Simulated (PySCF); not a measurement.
# Badger's rule along the third period: bonds to Sb

PBE0 in PySCF with def2-SVPD on every atom (core potentials on Sb), for the lowest determinant that a PBE0 search found; no spin–orbit coupling. Badger's rule says that Re = d + c·k^(−1/3) for bonds between atoms of fixed rows.

| molecule | state (unpaired electrons) | Re (Å) | k (mdyn/Å) |
| --- | --- | --- | --- |
| SbS | doublet (π ↑) | 2.233 | 3.69 |
| SiSb | doublet (π ↑) | 2.384 | ? |
| SbCl | triplet (π ↑↑) | 2.385 | ? |
| AlSb | triplet (π ↑↑) | 2.753 | 0.875 |

Question: Fix c and d from SbS and AlSb.

Answer: c = (2.753 − 2.233)/(0.875^(−1/3) − 3.69^(−1/3)) = 1.305, d = 2.233 − c·3.69^(−1/3) = 1.388 Å.

Question: Predict k of the others and set the computed values beside them.

Answer: 

| molecule | k by the rule | k computed | difference (%) |
| --- | --- | --- | --- |
| SiSb | 2.25 | 2.47 | -9 |
| SbCl | 2.25 | 2.13 | 6 |

The rule misses by 8 % on average, well for two fitted constants.

Spin–orbit coupling is left out. States were picked by a PBE0 search and need not be the measured ground states.
